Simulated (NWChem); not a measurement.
C3H4Cl2Si; SMILES [SiH3]C(Cl)=C=CCl

Computed with NWChem. Coordinates come from a PBE0/def2-SVP optimisation. Level: PBE0/def2-SVP with SMD (1 M gas to 1 M solution), gas-phase geometry. Reactions with the solvent are ignored.

Question: Estimate the computed values for solvent toluene. Quantities: solvation free energy (kcal/mol); cavity-dispersion-structure term (kcal/mol); dipole in solution (D).

Answer: 
```yaml
solvation free energy (kcal/mol): -3.5
cavity-dispersion-structure term (kcal/mol): -2.3
dipole in solution (D): 1.64
```
